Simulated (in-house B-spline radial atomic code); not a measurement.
Values are calculated unless marked as measured or tabulated.
**Ne VII (Ne6+) at several levels of theory**

Ground configuration [He] 2s2. All numbers come from a B-spline radial code for spherical atoms, all electrons, at the radial basis limit. Mean-field, RPA, GW and linear-response runs are scalar-relativistic (one-electron X2C), no spin-orbit coupling, without Breit or QED terms, open shells spin-polarised at highest spin; the many-body runs on Dirac-Hartree-Fock orbitals are four-component, and their energies hold both.

**Ionisation energy.** The reference is 207.271 ± 0.012 eV (NIST, measured).

```
                                              method  value (eV)  minus reference (eV)
                    minus the highest LDA VWN5 level      191.71                -15.56
              LDA VWN5, difference of total energies      204.91                 -2.36
                         minus the highest PBE level      192.45                -14.82
                   PBE, difference of total energies      205.63                 -1.64
                                         G0W0 on PBE      207.39                 +0.12
                         exact exchange + RPA on PBE      207.71                 +0.44
                 exact exchange + RPA + SOSEX on PBE      206.75                 -0.52
                      minus the highest r2SCAN level      193.12                -14.15
                r2SCAN, difference of total energies      204.58                 -2.69
                        minus the highest PBE0 level      195.66                -11.61
                  PBE0, difference of total energies      205.48                 -1.79
                                        G0W0 on PBE0      207.20                 -0.07
             minus the highest B3LYP (VWN-RPA) level      195.15                -12.13
       B3LYP (VWN-RPA), difference of total energies      205.63                 -1.64
                   minus the highest CAM-B3LYP level      197.11                -10.16
                     minus the highest LC-wPBE level      198.26                 -9.01
                minus the highest Hartree-Fock level      204.11                 -3.16
          Hartree-Fock, difference of total energies      203.81                 -3.46
                                G0W0 on Hartree-Fock      206.67                 -0.60
                   MP2, difference of total energies      205.96                 -1.32
               CI + MBPT for the two outer electrons      207.25                 -0.02
Dirac-Fock + self-energy with TDHF screening (2s1/2)      205.76                 -1.51
```

Question: Which methods come closest, and which lies farthest off?

Answer: Closest: CI + MBPT for the two outer electrons (-0.02 eV) and G0W0 on PBE0 (-0.07 eV). Farthest: minus the highest LDA VWN5 level (-15.56 eV). The PBE level misses by -14.8 eV while the PBE energy difference misses by -1.64 eV: the semilocal potential lacks the −1/r tail and the energy is convex in the electron number, but total energies at whole numbers are far better.

**Static dipole polarisability and C6** of two like species, by linear response (no reference value is at hand):

| method | α (bohr³) | C6 (hartree·bohr⁶) |
| --- | --- | --- |
| LDA VWN5 | 0.4893 | 0.1839 |
| PBE | 0.489 | 0.1861 |
| PBE0 | 0.4958 | 0.1895 |
| B3LYP (VWN-RPA) | 0.5017 | 0.1912 |
| CAM-B3LYP | 0.5006 | 0.1907 |
| LC-wPBE | 0.4907 | 0.1872 |
| TDHF | 0.5204 | 0.2013 |
| relativistic RPA (four-component TDHF) | 0.5203 | 0.2013 |

Question: What mean excitation energy do α and C6 imply in London's formula C6 = (3/4) α² ω?

Answer: LDA VWN5: ω = 1.024 hartree; relativistic RPA (four-component TDHF): ω = 0.991 hartree. A method that puts the excitations lower gives a larger α and a smaller ω.

Run times on one thread of shared hosts: mean field, RPA, SOSEX and G0W0 on PBE, for the atom and its ion, 1.4 s (Arm Neoverse V2); TDDFT with PBE, 0.2 s (Arm Neoverse N1); CI + MBPT, 70 s (Arm Neoverse V1); removal energies by the self-energy, 1.2 s (Arm Neoverse V1).
